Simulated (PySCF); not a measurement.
Gas-phase reaction: 3 GaHCl₂ ⇌ GaH₃ + 2 Cl + 2 GaCl₂. Level: PBE0/def2-TZVP; standard pressure 1 bar.

Method: PySCF energies plus ideal-gas RRHO corrections (1 bar). Open shells (unrestricted): Cl (multiplicity 2, electronic degeneracy 6), GaCl₂ (multiplicity 2); the rest are closed-shell singlets. Spin-orbit splitting is ignored; it lowers the true energy and changes the entropy of Cl. Ga: all electrons, no relativistic terms. GaHCl₂, GaH₃, GaCl₂: computed as isolated molecules; such fragments, hydroxides, amides, oligomers or adducts are transient or little studied in the gas. The harmonic model lacks anharmonicity and excited electronic states, which grow with temperature; levels with a mode under 35 cm⁻¹ are left out. Soft modes under 120 cm⁻¹ make the harmonic entropy rough for GaCl₂.

| T (K) | 1000/T (1/K) | log10 K |
|---|---|---|
| 800 | 1.2500 | -42.24 |
| 1000 | 1.0000 | -31.13 |
| 1200 | 0.8333 | -23.73 |
| 1400 | 0.7143 | ? |
| 1600 | 0.6250 | -14.51 |
| 1800 | 0.5556 | -11.44 |

Question: Fit log10 K = a + b·(1000/T) to the five rows, get the mean ΔH° and ΔS°, and predict log10 K at 1400 K.

Answer: Means: 1000/T = 0.8528, log10 K = -24.610. Sums of products about the means: Sxy = -14.19444, Sxx = 0.320037, so b = Sxy/Sxx = -44.35 and a = -24.610 − (-44.35)×0.8528 = 13.21.
ΔH° = −R ln 10 × 1000 K × b = −19.145 × (-44.35) = 849 kJ; ΔS° = R ln 10 × a = 253 J/K. The run's own values go from 852 kJ and 256 J/K at 800 K to 844 kJ and 250 J/K at 1800 K.
Prediction at 1400 K: 13.21 + (-44.35)×0.7143 = -18.47. The computed value is -18.46, 0.01 from the line.
For scale, ΔH°(298 K) is 854 kJ at this level, 874 kJ at ωB97M-V/def2-TZVP†, and runs from 638 to 973 kJ over the 20 levels computed († marks an energy on the PBE0/def2-TZVP geometry).
